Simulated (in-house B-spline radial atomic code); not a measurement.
A fraction x of an electron is removed from 5p in the tellurium ion Te²⁺, starting from [Kr] 4d10 5s2 5p2 and keeping the highest spin. All numbers are computed (scalar-relativistic (X2C) revTPSS, spin-polarised, spherical fractional occupations; Fermi nucleus of rms radius 4.7423 fm) with an all-electron radial atomic-structure program (B-spline basis), not measured.

| x | E(x) - E(0) (eV) | 5p up level (eV) |
| --- | --- | --- |
| 0 | 0.0000 | -23.154 |
| 0.09 | 2.1192 | -23.941 |
| 0.14 | 3.3272 | -24.379 |
| 0.3 | 7.3406 | -25.789 |
| 0.45 | 11.3087 | -27.120 |
| 0.5 | 12.6758 | -27.565 |
| 0.53 | 13.5068 | -27.832 |
| 0.72 | 18.9562 | -29.532 |
| 0.78 | 20.7443 | -30.070 |
| 0.94 | 25.6707 | -31.510 |
| 1 | 27.5775 | -32.051 |

The exact functional would give a straight line between the two integer points. Deviations E(x) - E(0) - x[E(1) - E(0)], in eV: -0.363 at x = 0.09, -0.534 at x = 0.14, -0.933 at x = 0.3, -1.101 at x = 0.45, -1.113 at x = 0.5, -1.109 at x = 0.53, -0.9 at x = 0.72, -0.766 at x = 0.78, -0.252 at x = 0.94.

The curve lies below the straight line by up to 1.113 eV (at x = 0.5): convex, the delocalisation error that favours fractional charges.

How well does Slater's transition state (minus the level at half occupation) give the ionisation energy?

It gives 27.565 eV against 27.578 eV from the two total energies; NIST lists 27.84 eV, ground level to ground level.
